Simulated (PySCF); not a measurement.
Species: C₇H₁₅F.
Numbering: `[CH3:1][CH2:2][CH:3]([CH2:4][CH3:5])[C@@H:6]([CH3:7])[F:8]` (hydrogens: H9, H10, H11 on C1; H12, H13 on C2; H14 on C3; H15, H16 on C4; H17, H18, H19 on C5; H20 on C6; H21, H22, H23 on C7)

Torsions of this conformer, `[CH3:1][CH2:2][CH:3]([CH2:4][CH3:5])[C@@H:6]([CH3:7])[F:8]`: C1–C2–C3–C4 -59°, C2–C3–C4–C5 -63°, C2–C3–C6–C7 -176°.

The closed-shell ground state was solved at several levels (PySCF, density fitting, gas phase, non-relativistic). Isolated species at its PBE0-D3(BJ)/def2-SVP geometry (one conformer only).

| level | basis functions | HOMO (eV) | LUMO (eV) | gap (eV) | dipole (D) |
| --- | --- | --- | --- | --- | --- |
| PBE0/pcSseg-1 | 211 | -8.59 | 1.27 | 9.86 | 1.80 |
| B3LYP/def2-SVPD | 283 | -8.45 | 0.34 | 8.79 | 1.86 |

Q: Estimate the row for KT2/pcSseg-1, a basis of 211 functions; the other rows only guide the guess.

A: HOMO -7.21 eV, LUMO 0.29 eV, gap 7.50 eV, dipole 1.69 D.

Q: Over all these levels, which gives the widest orbital gap and which the narrowest?

A: PBE0/pcSseg-1 (global hybrid, 25 % exact exchange) has the widest, 9.86 eV, and KT2/pcSseg-1 (GGA) the narrowest, 7.50 eV. The two share the basis. From the narrowest to the widest the HOMO moves by -1.38 eV and the LUMO by +0.98 eV.

Q: How far do the dipole and the HOMO energy spread over the levels?

A: The dipole runs from 1.69 to 1.86 D (mean 1.78 D) and the HOMO from -8.59 to -7.21 eV.
